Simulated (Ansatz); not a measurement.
`[Cl][GeH2][NH][SiH](Cl)Cl` + `F[SiH2]F` → `[Cl][GeH3]` + `F[SiH](F)N[SiH](Cl)Cl`  (redistribution)

Computed with Ansatz on PBE0-D4/def2-TZVP structures; ΔE is electronic, products minus reactants. CBS: MP2 limit from def2 TZ/QZ plus the TZ coupled-cluster correction, frozen cores. This one scheme is used for every species. Functionals use def2-TZVPP. For Ge outer-core shells are correlated without core-valence functions, which leaves a few kJ/mol of doubt a bond. Scalar relativity is left out up to krypton. Each species was taken in one conformer, which may not be the lowest.

```csv
level,ΔE (eV)
PBE-D4,-0.60
ωB97M-V,-0.64
B2PLYP,-0.59
PBE,-0.61
MP2/def2-TZVPP,-0.52
SCS-MP2/def2-TZVPP,-0.52
HF/CBS(def2),-0.65
CCSD/CBS(def2),-0.60
```

(1) What does CCSD(T)/CBS give? (An estimate is asked.)

Largest T1 diagnostic among the species: 0.012.

Results:

(1) The calculation gave: -0.58 eV. The listed levels differ from it by -0.02, -0.06, -0.01, -0.03, 0.06, 0.06, -0.07, -0.02 eV.

In def2-TZVPP, CCSD(T) changes the Hartree–Fock value by +0.07 eV (the triples alone add +0.02 eV) and MP2 by +0.11 eV.
